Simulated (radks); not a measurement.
Values are calculated unless marked as measured or tabulated.
Mo III, configuration [Kr] 4d4 (the NIST ground configuration). Level of theory: scalar-relativistic Kohn-Sham, LDA (Slater exchange, Perdew-Wang correlation), spin-polarised, spherical densities, point nucleus; open shells are filled with parallel spins first (spin-orbit coupling, left out, can overturn this in heavy ions) (a radial shooting solver on a logarithmic mesh with Libxc functionals). Some entries of the table are withheld. Estimate them.

orbital  occ.  eigenvalue (eV)  <r^2> (bohr^2)  <r> (bohr)
1s down     1        -19813.54        0.001672     0.03520
1s up       1        -19813.54        0.001672     0.03520
2s up       1        -2815.061         0.02792      0.1539
2s down     1        -2814.607         0.02791      0.1539
2p up       3        -2520.422         0.02195      0.1340
2p down     3        -2520.070         0.02195      0.1340
3s up       1        -493.9483          0.2116      0.4298
3s down     1        -493.6232          0.2115      0.4297
3p up       3        -397.4333          0.2165      0.4313
3p down     3        -397.0787          0.2164      0.4311
3d up       5        -239.9117             (1)      0.4157
3d down     5        -239.4323             (2)      0.4154
4s up       1         -83.7102           1.384       1.105
4s down     1         -81.3592           1.372       1.100
4p up       3         -57.8175           1.731       1.229
4p down     3         -55.2840           1.716       1.223
4d up       4         -22.0263           3.499       1.717
4d down     0         -19.3831           3.664       1.747

Answer. 
(1) 3d up <r^2> (bohr^2): 0.2079
(2) 3d down <r^2> (bohr^2): 0.2076
